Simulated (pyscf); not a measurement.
H₃C–SiH₂⁺, singlet

Gas-phase minimum from PySCF at ωB97X-D3(BJ)/def2-SVP, one conformer. 

```
C
H 1 1.1016
H 1 1.1017 2 111.25
H 1 1.1110 2 107.25 3 -116.92
Si 1 1.8165 2 112.10 4 -116.75
H 5 1.4761 1 121.42 2 -154.55
H 5 1.4761 6 117.06 1 177.66
```
Charge +1, spin multiplicity 1.

Properties at ωB97X-D3(BJ)/def2-SVP:

```
Property                                                                                                                                                                                              Result
---------------------------------------------------------------------------------------------------------------------  -------------------------------------------------------------------------------------
Harmonic wavenumbers, unscaled                                                                                         50, 505, 507, 769, 843, 884, 973, 1279, 1381, 1401, 2339, 2379, 3029, 3138, 3198 cm⁻¹
Zero-point energy                                                                                                                                                                              32.4 kcal/mol
Rotational symmetry number                                                                                                                                                                                 1
Entropy of this conformer at 298 K and 1 atm, rigid rotor and harmonic oscillator, modes under 100 cm⁻¹ raised to 100                                                                        266.6 J/(mol K)
Dipole moment                                                                                                                                                                              depends on origin
```

Single-point totals, which compare only within one level (frozen core for MP2 and CC):

| level | total energy (hartree) |
|---|---|
| ωB97X-D3(BJ)/def2-TZVP | -330.35708 |
| PBE/def2-TZVP | -330.09001 |
| r²SCAN/def2-TZVP | -330.24752 |
| B3LYP-D3(BJ)/def2-TZVP | -330.34028 |
| PBE0-D3(BJ)/def2-TZVP | -330.13189 |
| M06-2X/def2-TZVP | -330.25705 |
| ωB97M-D3(BJ)/def2-TZVP | -330.35490 |
| HF/def2-TZVPP | -329.44459 |
| MP2/def2-TZVPP | -329.72323 |
| CCSD/def2-TZVPP | -329.75690 |
| CCSD(T)/def2-TZVPP | -329.76705 |

The lowest mode is so soft that the shape along it may change with the basis. Soft torsions are taken as harmonic, which can shift the entropy by several J/(mol K). The CCSD(T) − MP2 part came from Ansatz, without density fitting, on the same reference.
